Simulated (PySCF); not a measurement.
Cu(OH) (CuHO), SMILES [Cu][OH], multiplicity 1. Heavy atoms are numbered as in [Cu:1][OH:2]. Hydrogens are named by the atom that carries them.

Geometry: r2SCAN-D4/def2-TZVP. The spin state was assumed, not searched.

All values below come from PBE/def2-TZVPD (PySCF).

Mulliken values depend strongly on the basis, most of all with diffuse functions as here. ESP charges are fitted to the potential on shells at 1.4 to 2.0 van der Waals radii. Atomic charges (e), one atom of each kind:

```tsv
atom	ESP fit	Mulliken	IAO
Cu1	0.43	0.51	0.56
O2 (OH)	-0.71	-0.77	-0.91
H on O2	0.28	0.26	0.34
```
